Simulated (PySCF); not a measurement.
Compound: AsH8NSi2.
Numbering: `[NH2:1][SiH2:2][AsH:3][SiH3:4]` (hydrogens: H5, H6 on N1; H7, H8 on Si2; H9 on As3; H10, H11, H12 on Si4)

Computed with PySCF, PBE0-D3(BJ)/def2-SVP geometry optimisation, gas phase.

(1) Give the optimised bond lengths and angles.

## Answers

(1) 
| bond | length (Å) |
| --- | --- |
| N1–Si2 | 1.729 |
| Si2–As3 | 2.391 |
| As3–Si4 | 2.362 |
| N1–H5, N1–H6 | 1.014 |
| Si2–H7, Si2–H8 | 1.494 |
| As3–H9 | 1.527 |
| Si4–H10, Si4–H11, Si4–H12 | 1.496 |

Bonds in one row agree within 0.01 Å and their mean is given. A selection of angles:
| angle | degrees |
| --- | --- |
| Si2–N1–H5 | 119.5 |
| H5–N1–H6 | 110.8 |
| N1–Si2–As3 | 113.5 |
| N1–Si2–H7 | 108.5 |
| N1–Si2–H8 | 107.6 |
| As3–Si2–H7 | 106.5 |
| As3–Si2–H8 | 110.3 |
| H7–Si2–H8 | 110.5 |
| Si2–As3–Si4 | 92.0 |
| Si2–As3–H9 | 93.4 |
| Si4–As3–H9 | 93.1 |
| As3–Si4–H10 | 110.4 |
| As3–Si4–H11 | 107.5 |
| As3–Si4–H12 | 113.4 |
| H10–Si4–H11 | 108.5 |
| H11–Si4–H12 | 108.1 |

Torsions: N1–Si2–As3–Si4 -67° (synclinal). The mirror-image conformer, all signs reversed, is as good.

Si2 (SiH2 silicon) is distorted tetrahedral (angles from 106.5° to 113.5°). As3 (arsenic bonded to 2 Si and H) is pyramidal (angles 93.4°, 93.1° and 92.0°, sum 278.5°, 1.07 Å off the plane of its three neighbours). Si4 (SiH3 silicon) is distorted tetrahedral (angles from 107.5° to 113.4°). The As–Si distances run from 2.362 Å (As3–Si4, drawn single) to 2.391 Å (Si2–As3, drawn single), a spread of 0.029 Å. N1 (silicon-bound nitrogen) has angles 119.9°, 119.5° and 110.8°, sum 350.1°, 0.22 Å off the plane of its three neighbours.

Point group: C1 (no symmetry element, even within 0.4 Å). PBE0-D3(BJ)/def2-SVP frequencies: not computed here. The numbers are those of one conformer (H–N1–Si2–As3 76° and -67°, N1–Si2–As3–Si4 -67°).
